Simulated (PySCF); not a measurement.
C₆H₉NSi (charge +1 and doublet state).
Z-matrix (Å and degrees, GFN2-xTB geometry), rows numbered from 1:
```
C 
C   1  1.3386
C   2  1.4391  1  122.26
N   3  1.3044  2  124.04  1     0.38
C   4  1.3963  3  113.10  2   177.92
C   5  1.5050  4  102.73  3     5.32
Si  6  1.9139  5  122.26  4   171.86
C   6  1.3574  5  107.90  4    -4.40
H   1  1.0793  2  120.81  3     1.03
H   1  1.0765  2  121.86  3  -179.15
H   2  1.0812  1  121.46  3  -179.80
H   5  1.0954  4  110.59  3  -114.18
H   5  1.0939  4  111.21  3   127.16
H   7  1.4619  6  104.01  5    57.79
H   7  1.4710  6   98.53  5   179.53
H   7  1.4600  6  109.63  5   -62.97
H   8  1.0730  3  125.21  2     0.35
```

The hyperfine couplings belong to this conformer and change with its torsions.

As a line formula: `[CH2+][CH]C1=NCC([SiH3])=C1` [radical] (charge +1).

Method: UKS B3LYP, pcH-1 on C H N Si, non-relativistic, mean-field spin-orbit, GIAO (PySCF). Isolated species at its GFN2-xTB geometry (one conformer only). The geometry wasn't refined by DFT: couplings that depend on bond lengths, twists or pyramidal angles can differ widely from those at the functional's own minimum, by a factor of two or more for some ions and for spin on atoms past the first row. The SCF solution wasn't tested for stability.

The Mulliken spin populations are largest on N4 (+0.60), C6 (+0.20), C1 (+0.13) and C3 (-0.08).

Problem. Find Q in a(H) = Q·ρ(C) for the protons on the planar carbons that carry spin.

Solution. 
```
  H   C    ρ(C)  a(H) (G)  a/ρ (G)
 H9  C1  +0.130     -2.66    -20.5
H10  C1  +0.130     -3.02    -23.2
```

These protons share one ρ (within 0.01), so their mean ratio, Q = -21.8 G, is no test of linearity. In every row coupling and population have opposite signs.

Couplings in gauss use g_iso = 2.0045.

The SMILES draws the unpaired electron on C2; the largest computed Mulliken spin population is on N4 (0.60 against 0.08).
